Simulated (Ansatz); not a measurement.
Geometry optimisation, RKS B3LYP-D4/6-31G* (Ansatz).

The input (input.yaml):

```yaml
crystal:
  periodic: [false, false, false]
  atoms:
    - { symbol: Si, position_ang: [0.312908, 0.138424, 0.008508] }
    - { symbol: C, position_ang: [0.754354, -0.028875, 1.79793] }
    - { symbol: H, position_ang: [-0.033452, -0.178277, 2.545503] }
    - { symbol: H, position_ang: [1.454079, -0.869318, 1.87824] }
    - { symbol: H, position_ang: [1.304978, 0.883213, 2.059086] }
    - { symbol: H, position_ang: [1.714468, 0.327945, -0.328815] }
    - { symbol: "N", position_ang: [-0.637965, 1.509431, -0.402535] }
    - { symbol: H, position_ang: [-1.594894, 1.57972, -0.071347] }
    - { symbol: H, position_ang: [-0.553654, 1.902976, -1.333379] }
    - { symbol: F, position_ang: [-0.262923, -1.24174, -0.619691] }
basis:
  gaussian: { orbitals: "6-31G*" }
hamiltonian:
  xc: b3lyp
  dispersion: d4
relax:
  f_tol: 0.03
  max_steps: 50
```

Command:

```bash
$ ansatz run input.yaml --threads 1 --pin off --max-ram 2048MiB --backend cpu --events-out ev --progress --plain --runs-dir out
```

Question: Where does it end, and by what steps?

Answer: It converged. After 7 steps the energy has fallen by 0.345 eV; H6 moved furthest, 0.48 Å.

```tsv
step	energy less start (eV)	largest force component (eV/Å)	accepted
0	0.0000	1.320	yes
1	-0.2213	0.410	yes
2	-0.2970	0.287	yes
3	-0.3258	0.400	yes
4	-0.3410	0.160	yes
5	-0.3407	0.192	no
6	-0.3445	0.038	yes
7	-0.3450	0.015	yes
```

```xyz
10
Properties=species:S:1:pos:R:3
Si 0.465 0.142 -0.036
C 0.729 -0.007 1.807
H -0.228 -0.102 2.335
H 1.330 -0.888 2.056
H 1.242 0.879 2.197
H 1.713 0.373 -0.808
N -0.568 1.478 -0.350
H -1.420 1.604 0.183
H -0.680 1.827 -1.295
F -0.125 -1.281 -0.556
```

Whether the end is a true minimum wasn't checked by a vibrational analysis.

Time of the run: 30 s on 1 thread of Arm Neoverse V1, on a shared host, peak memory 0.15 GiB.
